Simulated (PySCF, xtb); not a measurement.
CH3F3Si, SMILES FC[SiH](F)F.

xtb with GFN2-xTB at its own geometry gives an orbital gap of 6.50 eV and a dipole moment of 3.77 D.

Geometry: ωB97X-D3(BJ)/def2-SVP. The values are those of a single conformer.

Q: What does PySCF with PBE/def2-TZVP give? (An estimate is asked for; the answer gives what the named calculation found.)

A: gap 6.61 eV (levels -7.55 and -0.94 eV), dipole 2.71 D.
